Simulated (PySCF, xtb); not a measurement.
Si(H)(Cl)(Me)(OH) (CH5ClOSi), SMILES C[SiH](O)Cl. Other conformers were not sampled.

Harmonic wavenumbers (cm⁻¹) from GFN2-xTB run with xtb at its own minimum, in rising order: 113, 162, 190, 234, 249, 500, 642, 683, 732, 776, 830, 840, 903, 1385, 1481, 1490, 2266, 3026, 3037, 3057, 3682.

Q: What does PBE-D3(BJ)/def2-SVP in PySCF give at its own minimum? (An estimate is asked for; the answer gives what the named calculation found.)

A: 157, 182, 189, 270, 288, 504, 645, 704, 721, 794, 853, 870, 910, 1220, 1376, 1379, 2221, 2976, 3079, 3081, 3762. Paired by order, the mean absolute difference is 42 cm⁻¹ and the zero-point energies are 37.6 and 37.4 kcal/mol.
